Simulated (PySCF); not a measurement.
Spectrum to structure. Method used: PySCF, TDDFT CAM-B3LYP/def2-SVPD, vertical, gas phase, core orbitals frozen in the response. Geometries: GFN2-xTB, one conformer each.

```
state  ν̃ (cm⁻¹)       f  main configurations (H = HOMO, L = LUMO)
   S1      37710   0.017       H→L+1 (48%), H-1→L (33%), H→L (14%)
   S2      41030   0.015                               H-2→L (94%)
   S3      41440   0.072     H→L (70%), H-1→L+1 (10%), H→L+1 (10%)
   S4      43440  0.0039                             H-2→L+1 (95%)
   S5      47750   0.508                  H-1→L (53%), H→L+1 (34%)
   S6      50140   0.370                  H-1→L+1 (77%), H→L (11%)
   S7      52940  0.0001                               H-4→L (88%)
   S8      54360  0.0000  H-3→L (56%), H-3→L+1 (29%), H-3→L+7 (9%)
```

**Question.** Which structure fits?
A. `N=C1CC(C(=O)O)C1`
B. `N#Cc1cccpc1`
C. `C(F)(/P=P\C=C)(F)F`

**Answer.** B. Its S1 lies at 4.67 eV; the nearest of the others has S1 at 5.19 eV. S1 is HOMO→LUMO+1 (48%), HOMO-1→LUMO (33%), HOMO→LUMO (14%). Löwdin shares by element: HOMO carbon 46% or more, phosphorus 28% (atoms not listed hold the other 26%); LUMO carbon 47% or more, phosphorus 25% (atoms not listed hold the other 28%). At the same level the other candidates give, for their lowest levels:
- `C=C/P=P\C(F)(F)F`: 3.12 eV (f 0.000); 3.95 eV (f 0.008); 4.39 eV (f 0.132); 5.21 eV (f 0.001); 5.95 eV (f 0.004); T1 1.99 eV; HOMO -8.89, LUMO -2.22 eV
- `N=C1CC(C(=O)O)C1`: 5.19 eV (f 0.002); 5.90 eV (f 0.001); 7.02 eV (f 0.031); 7.35 eV (f 0.018); 7.58 eV (f 0.059); T1 4.49 eV; HOMO -8.81, LUMO 0.76 eV
Triplets come from the Tamm–Dancoff approximation.
